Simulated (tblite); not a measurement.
C₅H₁₃NSi.
Geometry (GFN2-xTB, Å), atoms numbered from 1 in this order:
```xyz
20
C5H13NSi angstrom
C     -0.268    1.626    0.731
C     -0.194    0.300   -0.011
Si     1.572   -0.128   -0.573
N      2.500   -0.379    0.857
C     -0.896   -0.874    0.704
C     -1.643   -1.196   -0.594
C     -1.210    0.159   -1.164
H      0.119    2.436    0.115
H      0.314    1.586    1.651
H     -1.298    1.864    0.998
H      2.030    0.947   -1.473
H      1.625   -1.409   -1.279
H      2.425    0.283    1.612
H      3.459   -0.669    0.757
H     -0.253   -1.659    1.098
H     -1.562   -0.536    1.498
H     -2.717   -1.360   -0.506
H     -1.202   -2.033   -1.133
H     -0.805    0.147   -2.175
H     -2.003    0.906   -1.116
```

Computed values, GFN2-xTB/tblite, gas phase, harmonic and unscaled. Errors from tens to a few hundred cm⁻¹ against measured bands are possible. Modes of hydrogen on silicon can be 10 to 20 % off. One conformer, not necessarily the lowest.

Harmonic wavenumbers (cm⁻¹): 46.5, 103.6, 149.5, 194.4, 207.6, 240.0, 276.0, 348.0, 368.2, 508.9, 546.0, 560.8, 583.3, 700.4, 714.0, 799.1, 829.5, 834.9, 836.3, 901.2, 925.6, 954.4, 999.1, 1039.7, 1046.3, 1048.3, 1155.2, 1181.1, 1190.9, 1191.7, 1247.6, 1252.6, 1264.3, 1276.8, 1411.0, 1479.1, 1485.5, 1498.3, 1507.8, 1512.7, 1526.8, 2151.4, 2259.6, 2969.6, 2975.9, 2989.4, 2990.1, 2995.9, 3000.8, 3011.7, 3013.3, 3019.2, 3475.1, 3508.9.

A = 3270, B = 1574, C = 1438 MHz; mass 115.082 u (most abundant isotopes); point group C1, symmetry number 1.

Task: Zero-point energy?

Result: ½Σν̃ = 37152 cm⁻¹ = 444.43 kJ/mol.

Task: What is S at 273.15 K and 1 bar for an ideal gas of classical rigid rotors and harmonic oscillators?

Result: Translation 166.22, rotation 116.75, vibration 96.52: S = 379.5 J/(mol K).

Task: And Cp and H(273.15 K) − H(0)?

Result: Cp = 145.77 J/(mol K), of which vibrations give 112.52 (their classical limit is 54 R = 449.0); H(273.15 K) − H(0) = 23.71 kJ/mol without the zero-point energy, 14.63 from vibrations.

Task: Blend soft modes into free rotors: weight 1/[1 + (100 cm⁻¹/ν̃)⁴] for the oscillator and the rest for a rotor with moment μB/(μ + B), μ = h/(8π²ν), B = 10⁻⁴⁴ kg m². What vibrational entropy results?

Result: 90.59 J/(mol K) in place of 96.52, which changes −T·S at 273.15 K by +1.62 kJ/mol.

Task: What must be added to the electronic energy to get the Gibbs energy at 273.15 K and 1 bar?

Result: ZPE + [H(273.15 K) − H(0)] − T·S = 444.43 + 23.71 − 103.66 = 364.48 kJ/mol.

Task: How do the functions run with temperature in this model?

Result: 
```
 T (K)  S (J/(mol K))  Cp (J/(mol K))  H − H(0) (kJ/mol)  G − H(0) (kJ/mol)  ln q(vib)
    50          235.8            49.1               1.97              -9.82       0.38
   100          277.0            72.0               5.01             -22.69       1.28
298.15          392.7           157.2              27.50             -89.60       5.76
373.15          431.7           190.7              40.56            -120.52       7.57
   500          494.6           239.9              67.99            -179.31      10.68
   750          606.0           309.1             137.26            -317.25      16.80
  1000          701.6           354.8             220.60            -480.99      22.63
```

q(vib) and H(0) count from the zero-point level.

Hindered rotation and anharmonicity are outside this model. Other conformers, if any are populated, would add a mixing term that is left out. The structure is chiral; the term R ln 2 for an equal mix with its mirror image is left out.

Time: 0.76 s wall. Hardware: one thread of an Arm Neoverse V1, no GPU, shared host with 32 logical CPUs at a one-minute load of 32. The figure is for the frequency step alone.
